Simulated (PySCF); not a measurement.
Computed IR spectrum (relative IR intensity) of a molecule C₅H₄F₂. Coordinates come from a PBE-D3(BJ)/def2-SVP optimisation. Other conformers were not sampled. Calculation: PySCF with PBE-D3(BJ)/def2-SVP. Frequencies are harmonic and unscaled.

Lines under 2 % of the strongest are left out, and lines within 2 cm⁻¹ are merged.

| ν (cm⁻¹) | relative intensity |
|---|---|
| 379 | 7.1 |
| 553 | 9.0 |
| 602 | 8.6 |
| 674 | 17 |
| 684 | 8.5 |
| 817 | 27 |
| 901 | 2.2 |
| 938 | 7.0 |
| 1022 | 17 |
| 1110 | 16 |
| 1176 | 2.5 |
| 1242 | 40 |
| 1312 | 38 |
| 1333 | 25 |
| 1401 | 55 |
| 1560 | 18 |
| 1709 | 100 |

### Question
Which molecule gave these data?
A. C=CC(F)=C=CF
B. FC1=C(F)CC=C1
C. FC1=CC=C[C@@H]1F
D. C=CC=C=C(F)F

### Answer
B, FC1=C(F)CC=C1
